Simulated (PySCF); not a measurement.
# Name the molecule from its bond curve

A diatomic of charge 0 contains Cs. Its singlet curve at PBE0 in a triple-zeta basis (scalar-relativistic core potentials, PySCF), in eV from the separated fragments:

R (Å), E (eV) and a bar:
```
    2.143     -1.469 #####################
    2.243     -1.602 ##########
    2.342     -1.679 ###
    2.417     -1.707 #
    2.492     -1.716 
    2.567     -1.708 #
    2.666     -1.677 ###
    2.791     -1.613 #########
    2.941     -1.513 #################
    3.140     -1.356 ##############################
```

The fit gives ωe = 896 cm⁻¹ and the rotational constant Bₑ = 2.717 cm⁻¹.

Task: Which atom is the partner?

Result: The minimum lies at 2.490 Å, so the reduced mass is 16.8576 u Å² cm⁻¹/(Bₑ·Re²) = 1.001 u. With Cs at 132.91 u the partner weighs about 1.0 u: H. The molecule is CsH.

Spin–orbit coupling is left out.
